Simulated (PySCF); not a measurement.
C5H14BP.
SMILES: `[BH3-][P+](C)(C)C1CC1`

Computed with PySCF, TDDFT PBE0/def2-SVPD, vertical, gas phase, core orbitals frozen in the response. The structure is a single PBE0-D3(BJ)/def2-SVP conformer in the gas phase; no vibrational or solvent corrections. Torsions of this conformer, `[BH3-:1][P+:2]([CH3:3])([CH3:4])[CH:5]1[CH2:6][CH2:7]1`: B1–P2–C5–C6 34°.

Orbital energies (eV): HOMO-3 -8.85, HOMO-2 -8.01, HOMO-1 -7.98, HOMO -7.92, LUMO 0.40, LUMO+1 0.93, LUMO+2 0.96.

Lowest singlets, with some entries withheld (?).

```json
{"state": "S1", "ν̃ (cm⁻¹)": "59510", "f": "0.053", "main configurations (H = HOMO, L = LUMO)": "?"}
{"state": "S2", "ν̃ (cm⁻¹)": "60650", "f": "0.035", "main configurations (H = HOMO, L = LUMO)": "H-1→L (96%)"}
{"state": "S3", "ν̃ (cm⁻¹)": "?", "f": "0.025", "main configurations (H = HOMO, L = LUMO)": "H-2→L (94%)"}
{"state": "S4", "ν̃ (cm⁻¹)": "63320", "f": "?", "main configurations (H = HOMO, L = LUMO)": "H→L+2 (91%)"}
{"state": "S5", "ν̃ (cm⁻¹)": "?", "f": "0.0097", "main configurations (H = HOMO, L = LUMO)": "?"}
{"state": "S6", "ν̃ (cm⁻¹)": "64530", "f": "?", "main configurations (H = HOMO, L = LUMO)": "H-2→L+2 (44%), H-1→L+1 (40%)"}
{"state": "S7", "ν̃ (cm⁻¹)": "64750", "f": "?", "main configurations (H = HOMO, L = LUMO)": "H-1→L+2 (60%), H-2→L+1 (25%)"}
{"state": "S8", "ν̃ (cm⁻¹)": "65080", "f": "0.027", "main configurations (H = HOMO, L = LUMO)": "H-2→L+2 (50%), H-1→L+1 (36%)"}
{"state": "S9", "ν̃ (cm⁻¹)": "65440", "f": "0.027", "main configurations (H = HOMO, L = LUMO)": "H-2→L+1 (36%), H-1→L+2 (23%), H-4→L (16%)"}
{"state": "S10", "ν̃ (cm⁻¹)": "65580", "f": "0.0001", "main configurations (H = HOMO, L = LUMO)": "?"}
```

(1) What stands in place of each question mark?

(2) What is the mean static polarisability from the same response equations?

(3) Where do the lowest triplets lie (Tamm–Dancoff)?

(4) What is the vertical ionisation energy by ΔSCF at this level?

Answers

(1) 
- S1: H→L (98%)
- S3: ν̃ = 60810 cm⁻¹
- S4: f = 0.0043
- S5: ν̃ = 64080 cm⁻¹; H→L+1 (89%)
- S6: f = 0.0014
- S7: f = 0.0060
- S10: H-3→L (55%), H-1→L+3 (16%), H-1→L+1 (12%)

(2) 101.7 au (15.07 Å³), with principal values 96.7, 100.3 and 108.2 au.

(3) T1 7.27 eV, H→L (96%); T2 7.42 eV, H-1→L (75%); T3 7.43 eV, H-2→L (69%), H→L+4 (10%); T4 7.47 eV, H→L+1 (34%), H→L+4 (30%), H-2→L (17%). E(S1) − E(T1) = +0.11 eV.

(4) 9.76 eV; −ε(HOMO) is 7.92 eV.
